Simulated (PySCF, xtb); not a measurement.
InClI2, SMILES [I][In]([I])[Cl].

GFN2-xTB (xtb) at its own geometry gives an orbital gap of 2.76 eV and a dipole moment of 3.23 D.

Geometry: B3LYP-D3(BJ)/def2-SVP. The structure was generated by enumeration; whether it is a known compound was not checked. The def2 effective core potentials stand for the cores of I, In; spin–orbit coupling is left out.

Task: What does PBE0/def2-TZVP (PySCF) give? (An estimate is asked for; the answer gives what the named calculation found.)

Result: gap 4.76 eV (levels -8.05 and -3.29 eV), dipole 1.21 D.
